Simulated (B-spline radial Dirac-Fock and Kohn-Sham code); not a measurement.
Method: Dirac-Fock (average of configuration) total-energy differences with a finite nucleus, the Breit interaction including its frequency dependence, and self-energy and vacuum-polarisation corrections. Computed with a radial B-spline solver. Electron correlation is not included.

Question: An atom or ion in its tabulated ground configuration has these computed binding energies (the last is its least bound level). Which is it?

| level | binding energy (eV) |
| --- | --- |
| K | 69657.0 |
| L3 | 10340.8 |
| M2 | 2710.5 |
| M3 | 2417.5 |
| N1 | 733.6 |
| N5 | 379.3 |
| O2,3 | 161.3 |

Answer: W⁸⁺: Z = 74 with 66 electrons, [Kr] 4d10 4f14 5s2 5p4. The hydrogen-like estimate √(E/Ry) = 71.6 for the K level lies 2.4 below Z (screening lowers it, relativity raises it); the outermost level, at 161.3 eV, fixes the charge.
